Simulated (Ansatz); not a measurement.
Cost and result for the atomization energy of CH$_{3}$BrF$_{2}$Ge, SMILES `[CH3][Ge]([F])([F])[Br]` (8 atoms, 7 bonds).

```xyz
8

C    -0.3322   -1.0376    0.1718
Ge    0.2903    0.7602   -0.0729
F     0.0698    1.6886    1.3592
F     1.9902    0.7927   -0.3390
Br   -0.6789    1.9121   -1.7766
H    -0.1477   -1.6098   -0.7366
H    -1.4000   -1.0229    0.3870
H     0.2084   -1.4832    1.0070
```

The species carries charge 0 and has multiplicity 1. Correlated methods include outer-core shells of Br, Ge, which these sets cover unevenly. Scalar relativity is left out up to krypton. Geometry: relaxed with PBE0-D4/def2-TZVP. Program: Ansatz. All runs use 4 threads of a server CPU on a shared host. Times are those of one run each, without the atoms' runs, and a repeat can differ threefold. Electronic energies, without spin–orbit coupling; frozen cores. CCSD(T)/CBS adds CCSD(T) − MP2 in def2-TZVPP to the MP2 limit, and its time is that of the two runs behind it. T1 = 0.010. With those shells the extrapolation isn't a true limit. HSE06 is the plane-wave form, built on full-range PBE exchange.

CCSD(T)/CBS is a level of theory with its own doubt, some kJ/mol a heavy atom from the limit and from the frozen cores, so smaller differences don't rank the functionals.

```csv
level,functions,wall time,atomization (kJ/mol),difference from CCSD(T)/CBS,per bond
LDA (SPW92)/def2-TZVPP,231,2.1 s,3305.2,419.7,60.0
BLYP-D4/def2-TZVPP,231,3.6 s,2840.1,-45.4,-6.5
PBE-D4/def2-TZVPP (with forces),231,4.3 s,2916.2,30.7,4.4
BHLYP-D4/def2-TZVPP,231,6.5 s,2748.1,-137.4,-19.6
HSE06-D4/def2-TZVPP,231,7 s,2854.9,-30.6,-4.4
CAM-B3LYP-D4/def2-TZVPP,231,7.5 s,2861.7,-23.8,-3.4
ωB97X-V/def2-TZVPP,231,15 s,2877.3,-8.2,-1.2
B97M-V/def2-TZVPP,231,16 s,2878.9,-6.6,-0.9
ωB97M-V/def2-TZVPP (with forces),231,23 s,2854.6,-30.9,-4.4
CCSD(T)/def2-SVP,121,24 s,2691.6,-193.9,-27.7
MP2/def2-QZVPP,439,42 s,2942.5,57.0,8.1
CCSD(T)/def2-TZVPP,231,8.4 min,2816.0,-69.5,-9.9
CCSD(T)/CBS(def2),–,9.1 min,2885.5,0.0,0.0
```

From PBE to PBE0 (25 % exact exchange), in def2-TZVPP and without D4, the atomization energy moves by −60.1 kJ/mol: exact exchange takes away binding that semilocal exchange gives to molecules. Leaving LDA and LC-ωPBE aside and taking each functional with its dispersion term where it has one, the values spread over 168.0 kJ/mol, from BHLYP-D4 to PBE-D4. LDA lies +407.2 kJ/mol from PBE without D4, its usual overbinding. At CCSD(T), def2-SVP lies −193.9 kJ/mol from the extrapolated value and def2-TZVPP −69.6 kJ/mol: correlation converges slowly with the basis, and small sets miss more of it in the bonded molecule than in its fragments.
